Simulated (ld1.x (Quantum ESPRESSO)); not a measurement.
# N: one change to a PAW potential, before and after

- Element: nitrogen
- Generator: ld1.x (Quantum ESPRESSO) 7.5
- Type: PAW
- Functional: PBE
- Relativity: scalar-relativistic
- Frozen core: [He]
- Valence charge: 5
- Reference configuration: 2s2 2p3
- Partial waves: 2s (bound): rcut 0.85, rcutus 1.15 bohr; 2s channel at -0.95 Ry: rcut 0.85, rcutus 1.15 bohr; 2p (bound): rcut 1.15, rcutus 1.35 bohr; 2p channel at 3.1 Ry: rcut 1.15, rcutus 1.35 bohr; 3d channel at -0.1 Ry: rcut 1.00, rcutus 1.25 bohr; 3d channel at 1.55 Ry: rcut 1.00, rcutus 1.25 bohr
- Local potential: all-electron potential smoothed inside 1.15 bohr (lloc = -1)
- Core correction: Bessel-smoothed model core, default radius (core density twice the valence density)
- Augmentation charge: BESSEL, radius 0.95 bohr

Change: core correction Bessel-smoothed model core inside 0.70 bohr.

Cutoffs: the cutoffs (Ry, on a coarse ladder) from which the occupation-weighted sum of valence levels, in a spherical-Bessel basis at the reference potential, stays within 10 and 1 mRy of its value at 400 Ry; they do not see the model core or the augmentation charge, which bear on the density cutoff. Errors are all-electron minus pseudo energies relative to the spin-unpolarised reference configuration.

Problem. Predict the effect on cutoff, ghosts and configuration errors.

Solution. The potential gets neither clearly harder nor softer (35 Ry and 45 Ry → 35 Ry and 45 Ry); of the 7 tests that both files solve, the error grows in 0 and shrinks in 2 by more than 15 % and 0.3 meV (median size 0.6 → 0.6 meV); neither file shows a bound ghost. The default core radius of the base comes out at 0.41 bohr. A wider model core is smoother and lowers the density cutoff, which this test does not measure.

```tsv
quantity	base	changed
cutoff, loose	35 Ry	35 Ry
cutoff, tight	45 Ry	45 Ry
bound ghosts	none	none
error for 2s2 2p2, meV [ΔE 13.59 eV]	-0.3	-0.4
error for 2s2 2p1, meV [ΔE 42.45 eV]	+0.4	-0.1
error for 2s2 2p0, meV [ΔE 89.53 eV]	+7.9	+7.2
error for 2s1 2p0, meV [ΔE 167.35 eV]	-8.1	-4.7
error for 2s2 2p2.5, meV [ΔE 5.09 eV]	-0.2	-0.2
error for 2s0 2p5, meV [ΔE 23.04 eV]	-1.8	-1.9
error for 2s1 2p4, meV [ΔE 11.51 eV]	-0.6	-0.6
s: phases at 1.51 bohr within 0.05 rad from the reference energy up to (Ry; the scan ends near 5)	to the end of the scan	to the end of the scan
p: phases at 1.51 bohr within 0.05 rad from the reference energy up to (Ry; the scan ends near 5)	to the end of the scan	to the end of the scan
d: phases at 1.51 bohr within 0.05 rad from the reference energy up to (Ry; the scan ends near 5)	to the end of the scan	to the end of the scan
lowest overlap eigenvalue by channel	s 0.55, p 0.91, d 0.90	s 0.55, p 0.91, d 0.90
```
